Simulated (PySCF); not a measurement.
An element was calculated at PBE0 (PySCF 2.14, spin-free X2C, a quadruple-zeta basis, no spin-orbit coupling), in the ground configurations that NIST lists.

```
first ionisation energy    : 7.628 eV
second ionisation energy   : 16.512 eV
third ionisation energy    : 31.004 eV
polarisability of the atom : 64.5 bohr³
```

Q: Which element is it?

A: Iron (Fe, Z = 26), in aug-cc-pVQZ-DK. NIST lists 7.902, 16.199, 30.651 ± 0.012 eV for these ionisation energies.
